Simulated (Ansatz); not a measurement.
The same path of CH8AlNSiTe (13 atoms, charge 0, multiplicity 1) was run twice with different band settings. The coordinate that changes most is the dihedral Te2–Al3–N4–Si5.

The calculation used Ansatz 0.2.0, RKS B3LYP/def2-SVP.

Relaxed end points:

```xyz
13
Properties=species:S:1:pos:R:3
C -2.259 -0.392 0.706
Te -1.170 0.374 2.455
Al 1.091 0.911 1.429
N 1.613 0.539 -0.251
Si 1.003 -0.421 -1.579
H -1.920 -1.408 0.473
H -3.318 -0.403 0.996
H -2.116 0.274 -0.152
H 2.125 1.664 2.359
H 2.496 0.998 -0.484
H 0.123 0.345 -2.518
H 0.203 -1.560 -1.043
H 2.148 -0.956 -2.375
```

```xyz
13
Properties=species:S:1:pos:R:3
C -1.351 -0.679 3.218
Te 0.037 0.838 2.432
Al -0.043 -0.009 0.037
N 0.962 0.789 -1.218
Si 1.114 0.443 -2.927
H -0.774 -1.410 3.796
H -2.071 -0.159 3.862
H -1.874 -1.172 2.389
H -0.977 -1.224 -0.347
H 1.549 1.566 -0.909
H 0.723 1.610 -3.776
H 0.213 -0.703 -3.236
H 2.513 0.074 -3.306
```

Common settings: movable images 7; climbing image yes; spring 5.0 eV/Å²; start path IDPP; force threshold 0.03 eV/Å; end points relaxed.

| run | optimiser | iteration limit | largest step |
| --- | --- | --- | --- |
| 1 | quadratic models (default) | 55 | default |
| 2 | fire | 43 | 0.5 Å |

(1) What does each run give, and how far can it be trusted?

Answers

(1) Run 1: converged after 47 iterations, highest image 0.167 eV above the first end. The profile has 2 maxima (images 3, 6) with wells between them (image 5): this band takes more than one step, which may be the mechanism or a detour left from its start path. A vibrational analysis at the climbing image gives one clearly imaginary mode, 128i cm⁻¹: a first-order saddle point.
Run 2: not converged after 43 iterations, highest image 0.584 eV above the first end. The band didn't meet its force threshold, so its energies are provisional: the largest band force was still 0.12 eV/Å, and over the last iterations the top stayed at 0.58 eV.
